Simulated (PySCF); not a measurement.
Compound: C6H13OP.
Cartesian coordinates in Å at the GFN2-xTB level; atoms count from 1:
```
atom  x, y, z in Å
C1     2.5201    0.0562    0.0353
C2     1.0463    0.1428    0.4099
C3     0.3372   -1.2059    0.3699
C4    -1.1373   -1.1008    0.7549
C5    -1.9610   -0.3275   -0.2729
C6    -1.5476    1.1357   -0.3457
P7     0.2274    1.3195   -0.7336
O8     0.7330    2.6937   -0.7072
H9     2.9500    1.0565    0.0160
H10    2.6333   -0.3830   -0.9555
H11    3.0726   -0.5515    0.7501
H12    0.9525    0.5843    1.4115
H13    0.4176   -1.6234   -0.6369
H14    0.8411   -1.8946    1.0537
H15   -1.5500   -2.1076    0.8515
H16   -1.2237   -0.6131    1.7290
H17   -3.0204   -0.3907   -0.0110
H18   -1.8351   -0.7890   -1.2551
H19   -1.7039    1.6422    0.6131
H20   -2.1195    1.6824   -1.1013
H21    0.3585    0.6906   -1.9761
```

Probes without a nucleus sit at each ring's centroid and 1 Å off its mean plane on both sides; NICS is minus the shielding there, NICSzz its component along the normal. Level: GIAO PBE0/pcSseg-1 (PySCF, non-relativistic, gas phase) on the GFN2-xTB geometry, one conformer.

Ring bond lengths (Å), with Mayer bond orders in brackets: C2–C3 1.524 (0.97), C3–C4 1.527 (1.04), C4–C5 1.527 (1.03), C5–C6 1.522 (1.01), C6–P7 1.826 (0.91), P7–C2 1.834 (0.87).

**Question.** What do the NICS probes read (ppm)?

**Answer.** 
```json
{"ring": "C2–C3–C4–C5–C6–P7", "type": "6-membered ring with P; formal bonds all single", "NICS(0)": "-3.4", "NICS(1), two faces": "-3.5 / -2.1", "NICS(1)zz, two faces": "2.1 / 3.9", "rms pucker (Å)": "0.25", "centre to ring atoms, mean (Å)": "1.56"}
```

**Question.** What do they say, and how far can they be read as aromaticity?

**Answer.** 
- C2–C3–C4–C5–C6–P7: mean NICS(1)zz 3.0 ppm, near zero. C2, C3, C4, C5, C6, P7 have four or more neighbours, so the value isn't read as a sign of a π ring current.

**Question.** At the first NICS(1) probe listed for ring C2–C3–C4–C5–C6–P7, 1 Å off the ring, how large is the induced field along the normal in 14.1 T applied along it?

**Answer.** NICSzz × B0 = 2.1 ppm × 14.1 T = 30 μT, along the applied field.

**Question.** What are the shieldings of the ring atoms and their hydrogens in the same run (means over atoms taken as equivalent)?

**Answer.** 
```json
{"atoms": "C2", "environment": "sp3 carbon bound to phosphorus", "σ isotropic (ppm)": "146.6", "principal values of the symmetric part, first atom (ppm)": "139.0, 144.2, 156.8"}
{"atoms": "C3", "environment": "ring CH2 carbon", "σ isotropic (ppm)": "152.2", "principal values of the symmetric part, first atom (ppm)": "139.8, 144.3, 172.5"}
{"atoms": "C4", "environment": "ring CH2 carbon", "σ isotropic (ppm)": "155.9", "principal values of the symmetric part, first atom (ppm)": "151.7, 157.4, 158.4"}
{"atoms": "C5", "environment": "ring CH2 carbon", "σ isotropic (ppm)": "160.2", "principal values of the symmetric part, first atom (ppm)": "149.7, 153.9, 176.9"}
{"atoms": "C6", "environment": "sp3 carbon bound to phosphorus", "σ isotropic (ppm)": "153.2", "principal values of the symmetric part, first atom (ppm)": "140.9, 150.1, 168.5"}
{"atoms": "P7", "environment": "phosphoryl phosphorus", "σ isotropic (ppm)": "310.1", "principal values of the symmetric part, first atom (ppm)": "227.4, 239.7, 463.2"}
{"atoms": "H12", "environment": "methine hydrogen", "σ isotropic (ppm)": "30.21", "principal values of the symmetric part, first atom (ppm)": "26.4, 30.5, 33.7"}
{"atoms": "H13", "environment": "methylene hydrogen", "σ isotropic (ppm)": "30.84", "principal values of the symmetric part, first atom (ppm)": "27.5, 30.0, 35.0"}
{"atoms": "H14", "environment": "methylene hydrogen", "σ isotropic (ppm)": "29.88", "principal values of the symmetric part, first atom (ppm)": "24.2, 29.2, 36.2"}
{"atoms": "H15", "environment": "methylene hydrogen", "σ isotropic (ppm)": "30.01", "principal values of the symmetric part, first atom (ppm)": "24.6, 28.3, 37.1"}
{"atoms": "H16", "environment": "methylene hydrogen", "σ isotropic (ppm)": "30.60", "principal values of the symmetric part, first atom (ppm)": "27.1, 28.8, 35.8"}
{"atoms": "H17", "environment": "methylene hydrogen", "σ isotropic (ppm)": "29.73", "principal values of the symmetric part, first atom (ppm)": "24.0, 27.8, 37.4"}
{"atoms": "H18", "environment": "methylene hydrogen", "σ isotropic (ppm)": "30.46", "principal values of the symmetric part, first atom (ppm)": "27.2, 28.4, 35.8"}
{"atoms": "H19", "environment": "methylene hydrogen", "σ isotropic (ppm)": "30.04", "principal values of the symmetric part, first atom (ppm)": "27.5, 28.1, 34.6"}
```

The list is cut; further classes of hydrogen are left out.

The run took about 1.7 min of CPU time (one thread, shared machine). This is the whole shielding run at PBE0/pcSseg-1, SCF included.
